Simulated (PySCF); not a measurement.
CH₄OZn, triplet, at the geometry of the source list (a higher spin typed on purpose: for a closed-shell molecule this is an excited state), with bond 4-2 at 1.4 times its length. Base run: CASSCF(6,5)/6-31G* (PySCF).

PySCF was given this input:
```python
from pyscf import gto, scf, mcscf
import numpy

mol = gto.Mole()
mol.atom = '''
    Zn    0.06480000   -0.50570000    0.53510000
    C    -0.10660000    1.10470000   -0.62310000
    H    -0.85530000    1.78800000   -0.24170000
    H    -0.53206000    0.67504000   -2.01400000
    H     0.82600000    1.64450000   -0.70700000
    O     0.38240000   -2.14860000    0.95780000
    H     0.09920000   -2.68060000    1.69540000
'''
mol.basis = '6-31g*'
mol.spin = 2
mol.verbose = 4
mol.build()

mf = scf.ROHF(mol)
mf.kernel()
mc = mcscf.CASSCF(mf, 5, 6)
mc.fix_spin_(ss=2.0)
mc.kernel()
occ = numpy.linalg.eigvalsh(mc.fcisolver.make_rdm1(mc.ci, mc.ncas, mc.nelecas))[::-1]
ss = mc.fcisolver.spin_square(mc.ci, mc.ncas, mc.nelecas)[0]
print('natural occupations', occ.round(4), ' <S^2>', round(ss, 4))
```

Each row names what was changed in the base input (with any setting that the change needs).

```json
[
 {"change": "base", "ΔE vs base (kcal/mol)": "0.000", "natural occupations": "2.00 1.98 1.00 1.00 0.02", "<S^2> of the state": "2.00", "core-seconds (rough)": "30"},
 {"change": "active space = 8 electrons, 9 orbitals", "ΔE vs base (kcal/mol)": "-40.87", "natural occupations": "1.98 1.98 1.94 1.01 0.99 0.06 0.02 0.02 0.01", "<S^2> of the state": "2.00", "core-seconds (rough)": "30"},
 {"change": "orbitals = fixed (CASCI); correction = SC-NEVPT2", "ΔE vs base (kcal/mol)": "-367.0", "natural occupations": "2.00 2.00 1.00 1.00 0.00", "<S^2> of the state": "2.00", "core-seconds (rough)": "3"},
 {"change": "correction = SC-NEVPT2", "ΔE vs base (kcal/mol)": "-368.1", "natural occupations": "2.00 1.98 1.00 1.00 0.02", "<S^2> of the state": "2.00", "core-seconds (rough)": "30"},
 {"change": "active space = 4 electrons, 6 orbitals", "ΔE vs base (kcal/mol)": "-2.29", "natural occupations": "1.98 1.00 1.00 0.02 0.00 0.00", "<S^2> of the state": "2.00", "core-seconds (rough)": "30"},
 {"change": "state_average = 2 states", "ΔE vs base (kcal/mol)": "10.39", "natural occupations": "-", "<S^2> of the state": "-", "core-seconds (rough)": "20"},
 {"change": "active space = 10 electrons, 8 orbitals", "ΔE vs base (kcal/mol)": "-22.13", "natural occupations": "2.00 2.00 1.98 1.98 1.00 1.00 0.02 0.02", "<S^2> of the state": "2.00", "core-seconds (rough)": "50"},
 {"change": "active space = 10 electrons, 9 orbitals", "ΔE vs base (kcal/mol)": "-39.14", "natural occupations": "2.00 1.98 1.98 1.94 1.00 1.00 0.06 0.02 0.02", "<S^2> of the state": "2.00", "core-seconds (rough)": "40"},
 {"change": "conv_tol = 1e-5", "ΔE vs base (kcal/mol)": "0.000", "natural occupations": "2.00 1.98 1.00 1.00 0.02", "<S^2> of the state": "2.00", "core-seconds (rough)": "20"},
 {"change": "fix_spin_ = off", "ΔE vs base (kcal/mol)": "0.000", "natural occupations": "2.00 1.98 1.00 1.00 0.02", "<S^2> of the state": "2.00", "core-seconds (rough)": "30"},
 {"change": "solver = newton", "ΔE vs base (kcal/mol)": "0.000", "natural occupations": "2.00 1.98 1.00 1.00 0.02", "<S^2> of the state": "2.00", "core-seconds (rough)": "10"}
]
```

Active orbitals are taken around the Fermi level unless the row says otherwise; CASSCF can end in different local minima, and two programs can end on different orbitals. State-averaged rows give the lowest state.

Open shells are given as the SCF converged; they aren't shown to be the lowest states, and a large step between rows can be another state.
